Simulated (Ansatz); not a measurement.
The molecule ZrC, multiplicity 3 (lowest of 2S+1 = 1, 3, 5, 7 at CCSD(T)/def2-TZVPP on PBE0 minima; our sources give no spin for the ground state, which may be another). No spin–orbit coupling. The T1 diagnostic near the minimum is 0.054, so single-reference values are doubtful.

Seven points along R, fitted to fifth degree in 1/R; most abundant isotopes. In def2 and cc sets the state is the lowest found near the PBE0 minimum, followed along R.

Run with Ansatz (a first-principles code).  In def2 rows elements past Kr take small-core potentials, without spin–orbit coupling.

```
level                    r_e (Å)  ω_e (cm⁻¹)  ω_e x_e (cm⁻¹)  dipole (D)
--------------------  ----------  ----------  --------------  ----------
SVWN5/def2-TZVPP           1.787         948             3.2        3.82
PBE/def2-TZVPP             1.800         926             3.3        3.75
r2SCAN/def2-TZVPP          1.790         952             3.3        3.77
B97M-V/def2-TZVPP          1.791         945             3.3        3.91
B3LYP/def2-TZVPP           1.795  (withheld)             3.2        3.99
PBE0/def2-TZVPP            1.779         969             3.1        3.85
CAM-B3LYP/def2-TZVPP       1.777         974             3.1        4.11
wB97M-V/def2-TZVPP    (withheld)  (withheld)             3.4        3.71
```

Problem. Fill in the missing entries.

Solution. 
- wB97M-V/def2-TZVPP, r_e (Å): 1.773
- wB97M-V/def2-TZVPP, ω_e (cm⁻¹): 980
- B3LYP/def2-TZVPP, ω_e (cm⁻¹): 938
